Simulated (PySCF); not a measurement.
CH4Cd, SMILES [CH3][CdH]. Geometry optimised at B3LYP-D3(BJ)/def2-TZVP. The def2 effective core potentials stand for the cores of Cd; spin–orbit coupling is left out.

Give the equilibrium geometry at B3LYP-D3(BJ)/def2-TZVP (PySCF confirms it by a frequency run) as a Z-matrix, and its point group. (An estimate is asked for; the answer gives what the named calculation found.)

point group C3v.
```
C
H 1 1.0904
H 1 1.0904 2 108.63
H 1 1.0904 2 108.63 3 -118.00
Cd 1 2.1325 2 110.30 3 121.00
H 5 1.6825 3 157.84 1 180.00
```
